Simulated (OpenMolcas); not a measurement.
A calculation on Pd7+.

```
Program             : OpenMolcas
Method              : SS-CASPT2, IPEA 0.25 Eh, imaginary shift 0.1 Eh (closed shells correlated: 4s 4p)
Basis               : ANO-RCC-VTZP [7s6p4d2f1g]
Scalar Hamiltonian  : DKH2, point nucleus
Active space        : 3 electrons in 10 orbitals (4d 5d)
State averaging     : 2S+1 = 4 even, 10 roots; 2S+1 = 2 even, 40 roots
Spin-orbit coupling : RASSI with atomic mean-field integrals over the reference wave functions, term energies averaged over their components
```

(1) Which level of the active space comes out lowest?

(2) How high does 4d3 2D 5/2(1) lie?

(3) How high does 4d3 4P 1/2 lie?

(4) How high does 4d3 2P 1/2 lie?

(5) The level at 24610 cm-1 has J = 3/2. What is it made of, and what is its g factor?

## Answers

(1) 4d3 4F 3/2, with 96 % of that term.

(2) 30300 cm-1 above the lowest level.

(3) 16780 cm-1 above the lowest level.

(4) 25960 cm-1 above the lowest level.

(5) 52 % 4d3 2D 3/2(1), 23 % 4d3 4P, 23 % 4d3 2P; g = 1.127, against 0.800 from Landé's formula for the pure leading term.

CASPT2 breaks the degeneracy within a term, and the mean is taken; among the terms shown or strongly mixed into the levels shown the widest spread is 820 cm-1 (4d3 4F). Active for correlation alone: 5d; no level in the range computed is led by a configuration that fills it, so any true level of that kind is missing. Only configurations of the active space appear.

A number in round brackets counts repeated terms of one configuration in the order of the reference energies.
